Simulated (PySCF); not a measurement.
# Dipole moment and polarisability of `C=CC(=O)N(C)C`

C₅H₉NO.
Cartesian coordinates in Å at the PBE0-D3(BJ)/def2-SVP level; atoms count from 1:
```xyz
16
C5H9NO angstrom
C      2.8616   -0.8281   -0.0749
C      1.5457   -0.7654   -0.2879
C      0.6892    0.0292    0.6463
O      1.1931    0.6954    1.5360
N     -0.6678   -0.0134    0.4525
C     -1.3437   -0.8119   -0.5395
C     -1.5028    0.8448    1.2569
H      3.2892   -0.3077    0.7869
H      3.5256   -1.3810   -0.7433
H      1.1083   -1.2671   -1.1528
H     -1.5057   -0.2683   -1.4887
H     -0.8005   -1.7395   -0.7549
H     -2.3312   -1.1044   -0.1514
H     -2.0820    1.5372    0.6216
H     -2.2140    0.2541    1.8596
H     -0.8563    1.4216    1.9281
```

Level: PBE0/def2-SVPD (PySCF), static field, nuclei fixed, core orbitals frozen in the response. The polarisability tensor in these axes (au):

```
x   102.22  -6.03   0.58
y    -6.03  60.91  10.20
z     0.58  10.20  65.29
```

Problem. What are the eigenvalues, a third of the trace, and Δα (Δα² = ½Σ(αi − αj)² over the three pairs)?

Solution. Principal values 52.15, 73.16 and 103.11 au; mean 76.14 au = 11.28 Å³ = 12.55 × 10⁻⁴⁰ C²·m²/J; Δα = 44.36 au (58 % of the mean).

Problem. What is the dipole moment, and where does it point?

Solution. (-2.16, -1.70, -2.37) D, 3.63 D in size, pointing from the negative to the positive side. Measured along this direction, the outermost atoms are H8 at the negative end and H13 and H11 at the positive end.

Problem. Sum over states: ᾱ = Σ f/ω², ω in Eh. What share falls to these 10 lowest TDDFT singlets (eV, f)? 4.54, 0.0004; 5.05, 0.0942; 6.36, 0.3836; 6.39, 0.0394; 6.94, 0.0080; 7.27, 0.0026; 7.40, 0.0012; 7.45, 0.0056; 7.51, 0.0171; 7.73, 0.0113.

Solution. They add up to 11.11 au, 14.6 % of the 76.14 au; the largest single term is 7.03 au, from the state at 6.36 eV. Terms in order: 0.02, 2.74, 7.03, 0.71, 0.12, 0.04, 0.02, 0.07, 0.22, 0.14 au. Higher excitations give the rest. The strengths listed sum to 0.563.

Problem. What depolarisation ratio follows for Rayleigh scattering of linearly polarised light, taking the static tensor?

Solution. ρ = 3Δα²/(45ᾱ² + 4Δα²) = 5902.2/(260883 + 7869.6) = 0.022.

Problem. Find the Langevin capture rate constant for NH4+ (18.034 u) meeting this molecule (99.068 u), k = 2.342 × 10⁻⁹ cm³/s × √(α in Å³ / reduced mass in u).

Solution. The reduced mass is 15.26 u, so k = 2.01 × 10⁻⁹ cm³/s. The formula leaves out the permanent dipole, which adds to the capture rate.

One conformer (not necessarily the lowest) at the PBE0-D3(BJ)/def2-SVP geometry, without solvent, vibrations or thermal averaging.
